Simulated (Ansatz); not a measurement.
Relaxation of Be₂Se with RKS r2SCAN-D4/def2-TZVP.

```sh
$ ansatz run in.yaml --threads 4 --pin off --events-out ev --progress --plain --max-ram 3916MiB
```

```yaml
crystal:
  periodic: [false, false, false]
  atoms:
    - {symbol: Be, position_ang: [1.584230, -0.048370, 0.000440]}
    - {symbol: Be, position_ang: [-1.337860, 0.850260, -0.031030]}
    - {symbol: Se, position_ang: [-0.246380, -0.801890, 0.030590]}
basis:
  gaussian: {orbitals: def2-TZVP}
hamiltonian: {xc: r2scan, dispersion: d4}
scf: {omitted_lower_state_checks: [starts]}
output: {orbitals: {seedname: orbitals}}
relax: {f_tol: 0.02, max_steps: 100}
```

Run time 8 s (4 threads of Intel Xeon Platinum 8259CL on a shared host).

Positions (Å) and forces (eV/Å) at steps 1, 2, 3, 4, 5, 6, 7, 8 of 8:

```xyz
3
step=1 energy=-66149.2334 eV
Be    1.584   -0.048    0.000    0.463    0.533   -0.021
Be   -1.338    0.850   -0.031   -0.075    0.689   -0.026
Se   -0.246   -0.802    0.031   -0.387   -1.222    0.047
3
step=2 energy=-66149.4143 eV
Be    1.508    0.032   -0.003   -0.274    0.482   -0.018
Be   -1.229    0.873   -0.032    0.501    0.239   -0.009
Se   -0.278   -0.905    0.035   -0.227   -0.721    0.028
3
step=3 energy=-66149.8028 eV
Be    1.353    0.145   -0.007   -0.862    0.558   -0.020
Be   -1.038    0.880   -0.032    1.028   -0.025    0.000
Se   -0.315   -1.025    0.039   -0.166   -0.533    0.020
3
step=4 energy=-66150.2641 eV
Be    1.195    0.259   -0.011   -1.121    0.128   -0.004
Be   -0.843    0.885   -0.033    0.999   -0.524    0.019
Se   -0.352   -1.145    0.044    0.122    0.396   -0.015
3
step=5 energy=-66150.1843 eV rejected
Be    1.014    0.332   -0.013    2.182   -0.665    0.023
Be   -0.652    0.844   -0.031   -2.179    0.675   -0.024
Se   -0.362   -1.176    0.045   -0.003   -0.010    0.000
3
step=6 energy=-66150.3808 eV
Be    1.105    0.291   -0.012    0.025    0.055   -0.002
Be   -0.750    0.861   -0.032    0.010    0.060   -0.002
Se   -0.354   -1.152    0.044   -0.035   -0.114    0.004
3
step=7 energy=-66150.3811 eV
Be    1.104    0.295   -0.012   -0.016   -0.030    0.001
Be   -0.748    0.864   -0.032   -0.004   -0.034    0.001
Se   -0.357   -1.159    0.044    0.020    0.064   -0.002
3
step=8 energy=-66150.3813 eV
Be    1.104    0.293   -0.012    0.000    0.000    0.000
Be   -0.748    0.863   -0.032    0.000    0.000    0.000
Se   -0.356   -1.156    0.044    0.000    0.000    0.000
```

The structure comes from a short search, and lower isomers may exist.
